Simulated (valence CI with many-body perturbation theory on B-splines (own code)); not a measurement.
# Basis-set convergence for Cd35+

Computed by configuration interaction combined with many-body perturbation theory (CI+MBPT): three valence electrons over a frozen Dirac-Fock core [Ne], radial functions for each j: 9 s, 9 p, 8 d, 6 f, 3 g, 1 h, with the one-electron correlation potential Σ1 (screened to all orders), the two-electron term Σ2, the three-electron term Σ3, Breit, model QED; selected single and double excitations, second order for the rest, scaled by the run's own slope (own B-spline code, finite nucleus).

No measured spectrum was set against this ion. As an estimate, large intervals hold to a few tenths of a per cent, small ones and those within an open d or f shell to about a per cent.

The reference run has the lowest level (3s^2 3p1/2) J=1/2 and an ionisation energy of 2272.63 eV. Its largest variational space holds 8577 state functions.

Levels are named by their leading jj configuration (3d3/2^4 stands for four electrons in 3d with j = 3/2), which in mixed levels can hold well under half, so a name can repeat and another be missing. Letters in brackets count levels of one name in rising energy.

Changed runs:
A. basis 6 s, 6 p, 5 d, 3 f, 1 g
B. basis 5 s, 5 p, 4 d, 2 f

Excitation energies of the reference run in cm⁻¹, and shifts in cm⁻¹:

```
                     Level  Reference       A      B
        (3s^2 3p3/2) J=3/2     383443     -13    -29
        (3s 3p1/2^2) J=1/2     675744     -51   -172
(3s 3p1/2 3p3/2) J=3/2 [a]     951051    -136   -423
    (3s 3p1/2 3p3/2) J=5/2    1024380     -53   -160
(3s 3p1/2 3p3/2) J=3/2 [b]    1132640     +30    +92
    (3s 3p1/2 3p3/2) J=1/2    1201860     +95   +318
        (3s 3p3/2^2) J=5/2    1357690     -62   -224
        (3s^2 3d3/2) J=3/2    1452340    +252   +791
        (3s^2 3d5/2) J=5/2    1571160    +297   +982
        (3s 3p3/2^2) J=1/2    1588290    +145   +459
        (3s 3p3/2^2) J=3/2    1628390    +157   +562
     (3p1/2^2 3p3/2) J=3/2    1839210     -12    -69
    Ionisation energy (eV)    2272.63  -0.017  -0.05
```
